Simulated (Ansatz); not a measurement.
`CC(C)BO` + H–F → `OBF` + `CCC` at 500 K and 1 bar (ligand exchange at a B–C bond).

Computed with Ansatz on PBE0-D4/def2-TZVP structures; ΔE is electronic, products minus reactants. CCSD(T)/CBS adds triple-zeta CCSD(T) − MP2 to the extrapolated MP2 energy (def2 sets, frozen cores). This one scheme is used for every species. One conformer a species, not always the lowest.

```json
{"species": "`CC(C)BO`", "CCSD(T)/CBS energy (Eh)": "-219.60044", "H − E (kJ/mol)": "366.6", "S (J/(mol·K))": "405.8"}
{"species": "H–F", "CCSD(T)/CBS energy (Eh)": "-100.39570", "H − E (kJ/mol)": "39.4", "S (J/(mol·K))": "188.7"}
{"species": "`OBF`", "CCSD(T)/CBS energy (Eh)": "-201.07426", "H − E (kJ/mol)": "102.6", "S (J/(mol·K))": "282.2"}
{"species": "`CCC`", "CCSD(T)/CBS energy (Eh)": "-118.98051", "H − E (kJ/mol)": "304.1", "S (J/(mol·K))": "314.1"}
```

H − E and S are ideal-gas, rigid-rotor, harmonic terms from PBE0-D4/def2-TZVP, for one conformer and one mirror image of each species. 1 Eh = 2625.50 kJ/mol, R = 8.31446 J/(mol·K).

Question: By hand: ΔE, ΔH, ΔS and ΔG.

Answer: ΔE = (-201.07426) + (-118.98051) − (-219.60044) − (-100.39570) = -0.05863 Eh = -153.9 kJ/mol. Δ(H − E) = 102.6 + 304.1 − 366.6 − 39.4 = 0.7, so ΔH = -153.2 kJ/mol. ΔS = 282.2 + 314.1 − 405.8 − 188.7 = 1.8 J/(mol·K). ΔG = -153.2 − 500 × (1.8)/1000 = -154.1 kJ/mol.

Question: By hand: the equilibrium constant, and the temperature at which ΔG would vanish if ΔH and ΔS stayed fixed.

Answer: log₁₀ K = −ΔG/(RT ln 10) = 16.1. ΔH and −TΔS have one sign here, so there is no such temperature. One of them is within its doubt of zero, so this could turn.

The number of gas molecules stays the same, so ΔS is small and ΔH decides. A doubt of 5 kJ/mol in ΔE shifts log₁₀ K by 0.5 here. Other conformers and mirror images would add mixing entropy, several J/(mol·K) or more a flexible species. Modes under 60 cm⁻¹, often nearly free rotors, make the harmonic entropy too high. These are equilibria of isolated gas molecules and say nothing of rates. Largest T1 diagnostic: 0.013 (customary marks: 0.02 for closed shells, 0.045 for open ones).
